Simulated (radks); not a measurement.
Q: Cl3+, configuration [Ne] 3s2 3p1.5 3d0.5 (fractional occupations, a model configuration). Method: Dirac Kohn-Sham, PBEsol, spin-unpolarised, spherical densities, point nucleus; open shells fill j = l - 1/2 first; computed with a radial shooting solver on a logarithmic mesh with Libxc functionals. Some entries of the table are withheld. Estimate them.

orbital  occ.  eigenvalue (eV)  <r> (bohr)  r(max) (bohr)
1s1/2       2        -2794.939     0.09105        0.05952
2s1/2       2              (1)      0.4435         0.3617
2p1/2       2              (2)      0.4039         0.2998
2p3/2       4              (3)      0.4062         0.3016
3s1/2       2         -59.3326       1.393          1.225
3p1/2     1.5         -45.7077       1.508            (4)
3p3/2       0         -45.5211       1.513            (5)
3d3/2     0.5         -26.4107       1.805          1.453
3d5/2       0         -26.3990       1.806          1.453

A: 
(1) 2s1/2 eigenvalue (eV): -298.1784
(2) 2p1/2 eigenvalue (eV): -238.7978
(3) 2p3/2 eigenvalue (eV): -237.0903
(4) 3p1/2 r(max) (bohr): 1.302
(5) 3p3/2 r(max) (bohr): 1.307
